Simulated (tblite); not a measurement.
C₂H₁₄SeSi₄.
Atom-mapped SMILES: `[CH3:1][SiH2:2][SiH2:3][Se:4][SiH2:5][CH2:6][SiH3:7]` (hydrogens: H8, H9, H10 on C1; H11, H12 on Si2; H13, H14 on Si3; H15, H16 on Si5; H17, H18 on C6; H19, H20, H21 on Si7)

Computed with GFN2-xTB (tblite), gas phase: L-BFGS steps from a force-field or distance-geometry start until the largest atomic force falls under 0.01 eV/Å.

Geometry at step 6:
```
atom  x, y, z in Å
C1     -1.7170    1.0574   -1.3203
Si2    -2.3819   -0.6603   -1.7689
Si3    -1.5763   -2.1943   -0.2420
Se4     0.7457   -2.0499   -0.2197
Si5     0.8293   -0.5532    1.4784
C6      2.4248    0.4271    1.3517
Si7     2.4636    1.5626   -0.1671
H8     -0.6329    1.0960   -1.3489
H9     -1.9945    1.3737   -0.3189
H10    -2.0599    1.8367   -1.9912
H11    -1.9593   -1.0041   -3.1332
H12    -3.8466   -0.6489   -1.6559
H13    -1.8971   -3.5766   -0.5943
H14    -1.9589   -1.9244    1.1508
H15    -0.3124    0.3473    1.3367
H16     0.6958   -1.3259    2.7081
H17     3.2711   -0.2573    1.3509
H18     2.5266    0.9883    2.2773
H19     1.3219    2.4782   -0.0535
H20     2.3270    0.7378   -1.3661
H21     3.7221    2.3067   -0.1635
```

**Question.** Give the atomic forces at this geometry.

**Answer.** 
| atom | Fx (eV/Å) | Fy (eV/Å) | Fz (eV/Å) |
| --- | --- | --- | --- |
| C1 | 0.115 | 0.353 | 0.030 |
| Si2 | 0.003 | 0.041 | 0.036 |
| Si3 | 0.053 | -0.035 | -0.030 |
| Se4 | -0.207 | -0.159 | -0.033 |
| Si5 | -0.048 | -0.063 | 0.043 |
| C6 | 0.166 | -0.058 | 0.227 |
| Si7 | 0.026 | -0.032 | 0.067 |
| H8 | 0.146 | -0.171 | -0.076 |
| H9 | -0.159 | -0.116 | 0.071 |
| H10 | -0.136 | 0.013 | -0.148 |
| H11 | -0.113 | 0.080 | -0.014 |
| H12 | -0.009 | 0.040 | -0.133 |
| H13 | 0.115 | -0.040 | 0.137 |
| H14 | 0.016 | -0.155 | -0.039 |
| H15 | -0.080 | 0.013 | 0.061 |
| H16 | 0.004 | -0.014 | 0.122 |
| H17 | 0.039 | -0.043 | -0.174 |
| H18 | -0.017 | 0.207 | -0.015 |
| H19 | 0.045 | 0.044 | -0.039 |
| H20 | 0.036 | 0.069 | -0.049 |
| H21 | 0.006 | 0.026 | -0.043 |

The largest, 0.37 eV/Å, acts on C1; the rms over all components is 0.103 eV/Å. The forces sum to zero within rounding, as they must for an isolated molecule in no field.

**Question.** Give the force on C1 in Eh/bohr and in nN.

**Answer.** 0.372 eV/Å ÷ 51.422 = 0.00724 Eh/bohr, and 0.372 eV/Å × 1.602 = 0.60 nN.

**Question.** How far is this geometry from the end of the optimisation?

**Answer.** 0.089 eV above it, and 0.145 Å rms away after alignment. The bonds farthest from their final lengths, with half the difference of the two atoms' forces along the bond (positive lengthens):

```
   bond  now (Å)  final (Å)  force along bond (eV/Å)
Si2–Si3    2.309      2.328                    +0.01
Se4–Si5    2.265      2.281                    +0.06
 Si5–C6    1.877      1.891                    +0.09
Si3–Se4    2.327      2.318                    -0.13
 C1–Si2    1.896      1.902                    +0.16
Si5–H16    1.458      1.464                    +0.02
```

The angle farthest from its final value is Si3–Se4–Si5, 94.9° against 102.7°.

Of the 3 listed bonds off by 0.010 Å or more, this force points towards the final length in 3.

What follows is the cost of the whole relaxation. The run took 1.6 s on an Arm Neoverse N1 with one thread, on a shared host.
